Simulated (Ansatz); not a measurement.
Ansatz (a program for electronic structure) input (CCSD(T)/aug-cc-pVDZ):

Ansatz 0.2 input:
```yaml
crystal:
  periodic: [false, false, false]
  atoms:
    - {symbol: F, position_ang: [-1.21273912, 0.27443435, -0.27944097]}
    - {symbol: B, position_ang: [-0.03125301, -0.00290499, -0.02162157]}
    - {symbol: O, position_ang: [1.13937715, -0.22012012, 0.31704327]}
    - {symbol: H, position_ang: [1.95589989, -0.69442324, 0.08673045]}
basis:
  gaussian:
    orbitals: aug-cc-pVDZ
total_charge: 1
magnetization: {spin_polarized: false}
correlation: {method: ccsd_t, electrons: outside_noble_gas}
output: {forces: true}
```

Output:

```
Functional definition: HF
integrals: 0.06 GiB planned
741 factors; integrals over basis functions are off by at most 6.4e-4 eV
mean field: 0.15 GiB planned
mean field evaluation 1: about -5418.9126 eV, gradient 6.3e1 eV
mean field evaluation 2: about -5418.9138 eV, gradient 6.3e1 eV
mean field evaluation 4: about -5425.0530 eV, gradient 2.1e0 eV
mean field evaluation 8: about -5425.0688 eV, gradient 1.5e-1 eV
mean field evaluation 16: about -5425.0658 eV, gradient 4.7e-1 eV
mean field -5425.06892628 eV, -199.3676057971 hartree, gradient 2.1e-6 eV, S^2 0.000000; 0 other end points of the search recorded, 0 dependent functions left out
3 core orbitals not correlated
reference -5425.06892628 eV, -199.3676057971 hartree; 8, 8 occupied and 67, 67 virtual orbitals, 741 factors
densities: 0.28 GiB planned
second order -12.43410735 eV of doubles, -0.00000000 eV of singles
coupled cluster: 0.21 GiB planned
cycle   1  -12.25788852 eV  change    1.8e-1 eV  update   8.8e-2
cycle   2  -12.53786043 eV  change   -2.8e-1 eV  update   2.5e-2
cycle   3  -12.61279027 eV  change   -7.5e-2 eV  update   1.3e-2
cycle   4  -12.60592441 eV  change    6.9e-3 eV  update   2.2e-3
cycle   5  -12.60370610 eV  change    2.2e-3 eV  update   7.7e-4
cycle   6  -12.60412153 eV  change   -4.2e-4 eV  update   2.2e-4
cycle   7  -12.60410391 eV  change    1.8e-5 eV  update   5.5e-5
cycle   8  -12.60405477 eV  change    4.9e-5 eV  update   1.9e-5
cycle   9  -12.60405524 eV  change   -4.7e-7 eV  update   5.6e-6
perturbative correction -0.34350132 eV, -0.0126234407 hartree
the calculation of the forces begins
Total energy: -5438.01648284 eV, -199.8434197244 hartree
Atom 0 at    -1.212739     0.274434    -0.279441 Å, force    -1.504749     0.371564    -0.301850 eV/Å
Atom 1 at    -0.031253    -0.002905    -0.021622 Å, force     0.527076    -0.247525    -0.063911 eV/Å
Atom 2 at     1.139377    -0.220120     0.317043 Å, force     0.966720    -0.061964     0.449372 eV/Å
Atom 3 at     1.955900    -0.694423     0.086730 Å, force     0.010953    -0.062075    -0.083611 eV/Å
Dipole moment:     0.570372    -0.264102    -0.063734 e Å
```

It need not be the lowest isomer of its formula.
